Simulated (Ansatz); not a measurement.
CrPb12. Charge 0, multiplicity 1. Geometry PBE-D4/def2-SVP.

```xyz
13

Cr   -0.025    0.547    0.521
Pb    1.823   -2.220   -1.227
Pb   -0.534    2.435   -1.903
Pb   -2.062    2.243    1.127
Pb   -0.231   -0.552   -3.064
Pb    2.360    0.912   -1.810
Pb   -1.352   -2.666   -0.907
Pb    0.530   -2.540    1.715
Pb    1.551    2.750    0.763
Pb    2.893   -0.347    1.161
Pb   -2.403   -1.091    1.695
Pb    0.276    0.345    3.217
Pb   -2.826    0.183   -1.287
```

In the def2 sets Pb takes a core potential; there is no spin–orbit coupling. Single mean-field runs in def2-TZVP are fitted with def2-universal-jkfit. At PBE-D4/def2-SVP the restricted singlet is unstable: a solution with broken spin symmetry lies lower. The restricted singlet is unstable towards broken spin symmetry at other levels; at PBE-D4/def2-TZVP, r2SCAN-D4/def2-TZVP, r2SCANh-D4/def2-TZVP, PBE0-D4/def2-TZVP this wasn't settled. The structure comes from a short search, and lower isomers may exist.

Task: Estimate the orbital energies around the gap (eV) in Ansatz with PBE-D4/def2-SVP, PBE-D4/def2-TZVP, r2SCAN-D4/def2-TZVP, r2SCANh-D4/def2-TZVP, PBE0-D4/def2-TZVP.

Result: 
```tsv
orbital	PBE-D4/def2-SVP	PBE-D4/def2-TZVP	r2SCAN-D4/def2-TZVP	r2SCANh-D4/def2-TZVP	PBE0-D4/def2-TZVP
HOMO−9	-5.11	-5.07	-5.34	-5.88	-6.36
HOMO−8	-5.11	-5.07	-5.34	-5.88	-6.28
HOMO−7	-5.07	-5.04	-5.22	-5.48	-5.71
HOMO−6	-5.07	-5.04	-5.22	-5.48	-5.71
HOMO−5	-5.05	-5.02	-5.18	-5.44	-5.66
HOMO−4	-4.97	-4.95	-5.15	-5.38	-5.58
HOMO−3	-4.97	-4.95	-5.15	-5.38	-5.58
HOMO−2	-4.91	-4.89	-5.09	-5.31	-5.50
HOMO−1	-4.35	-4.31	-4.57	-4.94	-5.21
HOMO	-4.35	-4.31	-4.57	-4.93	-5.21
LUMO	-3.71	-3.68	-3.61	-3.26	-2.78
LUMO+1	-3.71	-3.68	-3.61	-3.26	-2.78
LUMO+2	-3.66	-3.63	-3.57	-3.22	-2.71
LUMO+3	-2.72	-2.70	-2.66	-2.48	-2.21
LUMO+4	-2.58	-2.55	-2.52	-2.33	-2.05
LUMO+5	-2.58	-2.55	-2.51	-2.33	-2.05
```
